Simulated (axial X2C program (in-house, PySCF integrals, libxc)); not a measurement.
Spin–orbit effects down a group: molecules with Co, PBE0

Computed with an in-house relativistic program for diatomic molecules, spin-free (one-electron X2C) or two-component (2c: spin–orbit coupling with atomic mean-field Coulomb and Gaunt terms, which also bring small scalar terms), in Dyall basis sets with cores contracted in-house; open shells are unrestricted.

Basis sets: Co dyall-cv3z, H dyall-v3z, Li dyall-cv3z, Na dyall-cv3z.

```
molecule  spin-free state  Re (Å)  ωe (cm⁻¹)  De (eV)  2c state  Re 2c (Å)  ωe 2c (cm⁻¹)  De 2c (eV)
     CoH   M_S = 1, Λ = 2   1.523     1817.3     2.21     Ω = 4      1.502        1912.1         n/a
    LiCo   M_S = 1, Λ = 2   2.355      366.0     1.23     Ω = 3      2.355         365.9         n/a
    NaCo   M_S = 1, Λ = 0   2.726      196.9     0.77     Ω = 3      2.640         202.6         n/a
```

(1) Work out the shifts from the spin-free to the two-component result.

Each entry is the lowest single determinant of a limited PBE0 search at one distance. De goes to single-determinant-based atoms at the same level (for ions the charge split of lowest energy) and is withheld (n/a) where an atom does not fit its ground term or J level. Main or longest-lived isotopes. One determinant is a doubtful description, or other states lie close, for CoH, LiCo, NaCo; these need not be ground states, and all values refer to the states named. With several unpaired electrons the Ω given is that of one determinant, not necessarily of the lowest component. The functionals have no current term, which raises determinants with orbital currents. The lowest determinant changes configuration between the Hamiltonians for CoH, NaCo, so two states are compared there.

Answers

(1) 

| molecule | 2c state | ΔRe (Å) | Δωe (cm⁻¹) | ΔDe (eV) |
| --- | --- | --- | --- | --- |
| CoH | Ω = 4 | other state | other state | n/a |
| LiCo | Ω = 3 | 0.000 | -0.1 | n/a |
| NaCo | Ω = 3 | other state | other state | n/a |

Shifts of one unit in the last digit are rounding.
